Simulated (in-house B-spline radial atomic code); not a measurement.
# Ge²²⁺: [He] 2s2 2p6

Method: non-relativistic PW91, spin-polarised, spherical fractional occupations, point nucleus. Calculated with a radial B-spline atomic code at the basis-set limit.

Screening seen three ways: the hydrogenic charge with the same mean radius, Z_r = [3n² - l(l+1)]/(2<r>), the one with the same energy, Z_e = n√(-2ε), and Slater's rules. Values are occupation-weighted means over spin.

```json
{"shell": "1s", "electrons": "2", "ε (eV)": "-11777", "<r> (bohr)": "0.04782", "Z_r": "31.37", "Z_e": "29.42", "Slater": "31.70"}
{"shell": "2s", "electrons": "2", "ε (eV)": "-2254.3", "<r> (bohr)": "0.2097", "Z_r": "28.61", "Z_e": "25.74", "Slater": "27.85"}
{"shell": "2p", "electrons": "6", "ε (eV)": "-2118.5", "<r> (bohr)": "0.1811", "Z_r": "27.61", "Z_e": "24.96", "Slater": "27.85"}
```

The least bound orbital is 2p at -2119 eV, while the most diffuse is 2s (<r> = 0.2097 bohr against 0.1811 bohr): energy order and size order differ.

The density falls to 0.001 bohr⁻³ at 0.7234 bohr; Σ<r²> = 0.34853 bohr² gives, by the non-relativistic formula and without the paramagnetism of open shells, a Langevin diamagnetic susceptibility of -0.276×10⁻⁶ cm³/mol.
